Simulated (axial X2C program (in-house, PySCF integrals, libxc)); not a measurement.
## Potential curves of CaBr, 2c

All values were computed with an axial X2C code built on PySCF integrals. Two-component (2c) means X2C with spin–orbit coupling and atomic mean-field two-electron Coulomb and Gaunt terms. Basis: Br dyall-cv3z [8s9p6d4f1g], Ca dyall-cv3z [11s12p6d4f] (cores contracted in-house); Gaussian nuclei, density fitting, unrestricted open shells. Masses: Br 78.918 u, Ca 39.963 u.

State: Ω = 1/2 (⟨Sz⟩ = 0.50, ⟨Lz⟩ = 0.00 at HF). Energies in eV from the fragments at the same level (Br + Ca). Fits are polynomials in 1 − R0/R over 0.85 to 1.23 times the lowest point R0.

```csv
R (Å),MP2,PBE0
2.2559,-2.6884,-3.0967
2.3596,-3.2032,-3.4895
2.4374,-3.4437,-3.6556
2.5152,-3.5899,-3.7396
2.5930,-3.6629,-3.7610
2.6838,-3.6780,-3.7269
2.7745,-3.6373,-3.6469
2.8912,-3.5276,-3.4986
3.0338,-3.3378,-3.2756
3.2412,-3.0066,-2.9164
```

Correlated methods: 9 electrons correlated (number of frozen shells: Br 3 s, 2 p, 1 d; Ca 3 s, 2 p), 265 virtual spin orbitals or spinors in MP2.

The state is a single determinant with fixed occupations, the lowest that a limited PBE0 search found. Dissociation energies refer to the lowest single-determinant-based atoms at the same level and basis. Density functionals use the spin component along the axis (collinear). The functionals have no current-density term, which raises determinants with orbital currents, atoms included. The outer-core s and p shells of the metal are frozen in the correlated rows, which leaves out core–valence correlation; for alkali and alkaline-earth bonds that tends to lengthen them. With the outer-core shells frozen, correlated bond lengths of heavy atoms tend to come out a few hundredths of an ångström too long. MP2 and coupled cluster on one determinant become unreliable at the stretched end.

(1) What are Re, ωe and De at the MP2 level?

(2) What are Re, ωe and De at the PBE0 level?

Answers

(1) At MP2, 2c: Re = 2.659 Å, ωe ≈ 275 cm⁻¹, De = 3.68 eV to Br + Ca; Be follows as 0.0899 cm⁻¹.

(2) At PBE0, 2c: Re = 2.586 Å, ωe ≈ 286 cm⁻¹, De = 3.76 eV to Br + Ca; Be follows as 0.0951 cm⁻¹.
